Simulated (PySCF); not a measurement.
C₄H₄BNO, SMILES N1=CB(O)[C@@H]1C#C. Geometry optimised at PBE0-D3(BJ)/def2-SVP. The structure was generated by enumeration; whether it is a known compound was not checked. One conformer was computed; it need not be the lowest.

These are PySCF with PBE0-D3(BJ)/def2-SVP values and carry that method's errors.

Harmonic wavenumbers (cm⁻¹): 83, 123, 210, 342, 434, 524, 591, 602, 659, 670, 722, 829, 906, 925, 948, 1055, 1111, 1165, 1273, 1294, 1540, 1631, 2234, 3097, 3181, 3489, 3873. Rotational constants (GHz): 4.366, 2.341, 1.638; symmetry number 1.

Problem. Work out the zero-point energy and the ideal-gas rigid-rotor harmonic-oscillator thermochemistry at 298.15 K and 1 atm.

Solution. ZPE = ½ Σ hcν = ½ × 33512 cm⁻¹ = 47.91 kcal/mol. H − E(el) = 52.70 kcal/mol. Entropy in cal/(mol K): translation 39.50, rotation 27.35, vibration 14.27, total 81.12. G − E(el) = 28.52 kcal/mol. Cp = 25.76 cal/(mol K). Modes under 150 cm⁻¹ make the vibrational entropy uncertain.
